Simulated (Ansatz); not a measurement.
Reaction (SMILES): C[SiH2]B(O)O + H+ → C[SiH2]B(O)[OH2+]
Structures are relaxed separately at B3LYP-D3(BJ)/def2-TZVP in Ansatz (a quantum-chemistry and plane-wave program), one conformer each, not searched for the lowest.

Wanted: proton affinity (electronic energy difference), positive where the reaction releases energy, in kcal/mol. Correlated levels leave the core frozen unless marked. Spin-orbit coupling is left out. No relativistic terms. CBS(X,Y): correlation extrapolated as X^-3; Hartree-Fock from the larger set.

| level | program | proton affinity (kcal/mol) |
|---|---|---|
| PBE-D4/def2-TZVPD | Ansatz + dftd4 | 186.5 |
| BLYP-D4/def2-TZVPD | Ansatz + dftd4 | 185.9 |
| revPBE-D3(BJ)/def2-TZVPD | Ansatz + dftd3 | ___ |
| B3LYP-D3(BJ)/def2-TZVPD | Ansatz + dftd3 | ___ |
| PBE0-D3(BJ)/def2-TZVP | Ansatz + dftd3 | 189.4 |
| PBE0/def2-TZVPD | Ansatz | 188.6 |
| BHLYP-D3(BJ)/def2-TZVPD | Ansatz + dftd3 | 189.6 |
| B2GP-PLYP-D4/def2-TZVPD | Ansatz + dftd4 | 186.7 |
| RPA@PBE/cc-pV(T+d)Z | Ansatz | 192.4 |
| SCS-MP2/STO-3G | Ansatz | 257.7 |
| SCS-MP2/cc-pV(Q+d)Z | Ansatz | 188.9 |
| CCSD/6-31G* | Ansatz | 189.6 |
| CCSD/cc-pV(Q+d)Z | Ansatz | 189.8 |
| CCSD(T)/CBS(cc-pV(T+d)Z,cc-pV(Q+d)Z) | Ansatz | ___ |

**Question.** Complete the blanks.

**Answer.** 
- revPBE-D3(BJ)/def2-TZVPD, proton affinity (kcal/mol): 189.7
- B3LYP-D3(BJ)/def2-TZVPD, proton affinity (kcal/mol): 188.5
- CCSD(T)/CBS(cc-pV(T+d)Z,cc-pV(Q+d)Z), proton affinity (kcal/mol): 188.0
